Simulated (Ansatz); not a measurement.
Reaction (substitution at a C–O bond): `C[O][Ge]([OH])([Cl])[Cl]` + `CC(O)(F)F` → `COC(C)(F)F` + `[OH][Ge]([OH])([Cl])[Cl]`

Program: Ansatz. Geometries: PBE0-D4/def2-TZVP. ΔE: electronic, gas phase. CCSD(T)/CBS is the MP2 limit (def2-TZVPP, def2-QZVPP) plus CCSD(T) − MP2 in def2-TZVPP, frozen cores. DFT in def2-TZVPP. B3LYP here is the variant with VWN-RPA as its local correlation; programs differ in this. For Ge outer-core shells are correlated without core-valence functions, which leaves a few kJ/mol of doubt a bond. Scalar relativity is left out up to krypton. Each species was taken in one conformer, which may not be the lowest.

`C[O][Ge]([OH])([Cl])[Cl]`:

Z-matrix (Å, degrees):
```
C
O 1 1.417
H 1 1.094 2 111.5
H 1 1.094 2 111.5 3 122.2
H 1 1.090 2 107.2 3 -118.9
Ge 2 1.748 1 121.1 3 -61.5
Cl 6 2.126 2 111.0 1 59.5
O 6 1.744 2 106.4 1 179.9
Cl 6 2.126 2 111.1 1 -60.0
H 8 0.963 6 110.7 2 -1.1
```

`CC(O)(F)F`:

```xyz
9

C     0.716   -0.743   -0.146
C    -0.395    0.259   -0.078
O    -0.226    1.109    0.962
F    -0.480    0.963   -1.245
F    -1.603   -0.370    0.028
H     0.739   -1.321    0.777
H     1.664   -0.223   -0.273
H     0.546   -1.408   -0.992
H    -0.961    1.735    0.967
```

`COC(C)(F)F`:

Z-matrix (Å, degrees):
```
C
O 1 1.415
H 1 1.095 2 111.6
H 1 1.093 2 111.3 3 -123.0
H 1 1.088 2 106.0 3 118.4
C 2 1.361 1 116.3 3 70.5
F 6 1.369 2 109.6 1 64.4
C 6 1.506 2 116.5 1 -59.8
F 6 1.347 2 105.2 1 178.2
H 8 1.089 6 108.8 2 -174.8
H 8 1.089 6 110.7 2 65.7
H 8 1.090 6 109.4 2 -55.2
```

`[OH][Ge]([OH])([Cl])[Cl]`:

Cartesian coordinates in Å:
```
O -1.134 0.867 0.432
Ge 0.265 -0.147 0.140
O 0.903 0.282 -1.425
Cl 1.813 0.163 1.548
Cl -0.332 -2.193 0.240
H -1.718 0.520 1.112
H 0.203 0.507 -2.046
```

(1) Is it downhill or uphill in electronic energy at CCSD(T)/CBS, and by how much? (Estimate.)

(2) What do these levels give: PBE0-D4, B3LYP-D4, B3LYP, SCS-MP2/def2-TZVPP, HF/def2-QZVPP, MP2/def2-QZVPP? (Best estimate.)

Largest T1 diagnostic among the species: 0.011.

Answers

(1) Computed: Uphill: ΔE = +1.5 kcal/mol.

(2) Ansatz gave: PBE0-D4 1.7, B3LYP-D4 2.0, B3LYP 1.8, SCS-MP2/def2-TZVPP 1.7, HF/def2-QZVPP 1.8, MP2/def2-QZVPP 1.6 kcal/mol.
